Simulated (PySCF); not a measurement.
**Quadrupole coupling of `[Li][C]#CC#N`: levels of theory against gas-phase measurements**

Values to reproduce (atoms as numbered below): 7Li at Li1: χzz = 0.3603 MHz [1]; 14N at N5: χzz = -3.9695 MHz [1].
[1] measured, gas; W. C. Bailey, Calculation of NQCC in Gaseous State Molecules (compilation of microwave values)

Species: C3LiN.
Structure used (PBE0-D3(BJ)/def2-SVP), in Å, numbered top down from 1:
```
atom  x, y, z in Å
Li1    3.0397   -0.2208   -0.2013
C2     1.1394   -0.0883   -0.0639
C3    -0.0899    0.0052    0.0266
C4    -1.4565    0.1099    0.1249
N5    -2.6155    0.1996    0.2081
```

**Question.** How do the computed couplings compare?

**Answer.** PySCF, non-relativistic, all at one geometry, with Q(7Li) = −0.04 b, Q(14N) = 0.02044 b:

```
          level  functions  7Li Li1 (MHz)  14N N5 (MHz)  mean of computed/reference − 1 (%)
    B3LYP/pcJ-0         59          0.405        -4.311                               +10.6
   B3LYP/6-31G*         70          0.317        -3.367                               -13.5
    B3LYP/pcJ-1        119          0.453        -4.250                               +16.4
B3LYP/def2-TZVP        138          0.471        -4.386                               +20.7
  B3LYP/cc-pVTZ        150          0.443        -4.395                               +16.8
    B3LYP/pcJ-2        221          0.473        -4.405                               +21.2
    B97-2/pcJ-1        119          0.454        -4.007                               +13.5
BHandHLYP/pcJ-1        119          0.458        -4.439                               +19.5
CAM-B3LYP/pcJ-1        119          0.457        -4.333                               +18.0
      KT2/pcJ-1        119          0.431        -4.029                               +10.5
      LDA/pcJ-1        119          0.459        -4.085                               +15.2
      PBE/pcJ-1        119          0.449        -3.938                               +12.0
  PBE0/pcSseg-1         80          0.459        -4.240                               +17.1
     PBE0/pcJ-1        119          0.459        -4.114                               +15.6
```

Closest here is KT2/pcJ-1 (10.5 % unsigned error), furthest B3LYP/pcJ-2 (21.2 %); one molecule doesn't rank methods. Computed values are for fixed nuclei, while measured ones can include vibrational averaging.
